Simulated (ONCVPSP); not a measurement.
Hf: one change to an ONCV potential, before and after

ONCVPSP 4.0.1 input, shortened (lines: element, Z, core and valence counts, functional; n l f; lmax; l rc ep ncon nbas qcut; lloc lpopt rc5 dvloc0; l nproj debl; icmod fcfact rcfact), PBE, scalar-relativistic:

```
  Hf 72.00   10    3        4      upf
    1    0    2.00
    2    0    2.00
    2    1    6.00
    3    0    2.00
    3    1    6.00
    3    2   10.00
    4    0    2.00
    4    1    6.00
    4    2   10.00
    4    3   14.00
    5    0    2.00
    5    1    6.00
    5    2    2.00
    3
    0    1.60    0.00    4    7    6.60
    1    1.80    0.00    3    7    8.90
    2    2.60    0.00    4    9    6.30
    3    2.20    0.37    3    6    5.90
    0    5    1.60    0.00
    0    0    3.20
    1    2    4.00
    2    2    3.30
    3    2    2.40
    1    0.30    0.00
```

All-electron outer shells of the reference configuration (PBE, scalar-relativistic, ld1.x):

```tsv
shell	level (eV)	outermost node (bohr)	outermost maximum (bohr)
5p	-50.63	0.60	1.16
4f	-31.91	–	0.45
5d	-16.70	0.67	1.65
```

Change: s: qcut 4.2; p: qcut 5.7; d: qcut 4; f: qcut 3.8.

Cutoffs: the cutoffs (Ha) at which the residual kinetic energy of the hardest occupied pseudo-wave falls to 1 and 0.1 mHa per electron; they do not see the model core or the augmentation charge, which bear on the density cutoff. Errors are all-electron minus pseudo energies relative to the spin-unpolarised reference configuration.

**Question.** What does the change do?

**Answer.** The potential gets harder (23 Ha and 28 Ha → 44 Ha and 53 Ha); the number of tests with a reliable result goes from 3 to 1; the range in which the d phases agree narrows (upper end at the end of the scan → 0.6); neither file shows a bound ghost.

| quantity | base | changed |
| --- | --- | --- |
| cutoff, loose | 23 Ha | 44 Ha |
| cutoff, tight | 28 Ha | 53 Ha |
| loose cutoff by channel | s 19 Ha, p 23 Ha, d 12 Ha | s 44 Ha, p 9.7 Ha, d 9.7 Ha |
| bound ghosts | none | none |
| GHOST(+) flags under 300 eV | none | none |
| tests with a reliable result | 3 of 4 | 1 of 4 |
| error for 5s2 5p6 5d1, meV [ΔE 21.79 eV] | -34 | +12 |
| s: phases at 1.63 bohr within 0.05 rad from the reference energy up to (Ha; the scan ends near 5) | -1.0 | -1.8 |
| p: phases at 1.82 bohr within 0.05 rad from the reference energy up to (Ha; the scan ends near 5) | to the end of the scan | to the end of the scan |
| d: phases at 2.64 bohr within 0.05 rad from the reference energy up to (Ha; the scan ends near 5) | to the end of the scan | 0.6 |
| f: phases at 2.24 bohr within 0.05 rad from the reference energy up to (Ha; the scan ends near 5) | 3.8 | 4.3 |
| rms error of d²Exc/dni dnj with the model core, mHa | 0.14 | 0.93 |
